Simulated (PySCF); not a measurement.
Method: B3LYP-D3(BJ)/def2-TZVP (PySCF 2.14.0). Gas-phase values, no solvent. B3LYP has the VWN-RPA correlation part, as in Gaussian. 

Reference species (SMILES): `B1C[SiH2]1` (neutral, multiplicity 1).

```json
{
 "LUMO": "-1.62 eV",
 "dipole_moment": "0.92 D"
}
```

Changed species: `B=[SiH]C`.

Problem. What does the change do to the LUMO and dipole moment?

Solution. the LUMO drops by 1.14 eV, to -2.76 eV; the dipole moment goes up by 0.24 D, to 1.16 D.
